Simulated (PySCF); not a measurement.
A GIAO shielding run with PySCF (density fitting, non-relativistic, gas phase) on SMILES FC(C[Si@@](C)([SiH3])C#N)(F)F, C₄H₈F₃NSi₂:

```
$ OMP_NUM_THREADS=1 python probes_run.py task.json out

{"job": {"kind": "nmr", "xc": "PBE0", "basis": "pcSseg-1"}, "charge": 0, "multiplicity": 1}
C     -0.765398    -1.968509     0.118622
Si    -0.575060    -0.137113    -0.377673
Si    -1.516104     1.473054     1.022603
C     -1.276084    -0.047667    -2.118401
N     -1.753893     0.026281    -3.157419
C      1.296815     0.151165    -0.770800
C      2.061766     0.387867     0.489389
F      3.389554     0.485284     0.304702
F      1.690849     1.527266     1.110124
F      1.886606    -0.591130     1.398677
H     -0.248330    -2.179588     1.051043
H     -1.812689    -2.221468     0.258369
H     -0.367794    -2.639919    -0.639839
H     -1.127718     2.824462     0.618977
H     -1.102619     1.243789     2.406799
H     -2.975300     1.359990     0.953434
H      1.742229    -0.708650    -1.270826
H      1.444410     1.021204    -1.409437
```

Hardware: 1 thread of an Arm Neoverse N1, shared host. The job also computes population analyses, field gradients.

(1) How large is the calculation?

(2) How long does it take, and how much memory does it need?

## Answers

(1) 94 electrons, 224 basis functions and 1205 auxiliary functions.

(2) 110 s of wall time, with 14 SCF cycles and 5 response iterations; peak memory 1.1 GiB. Times on a shared host scatter by some tens of per cent.
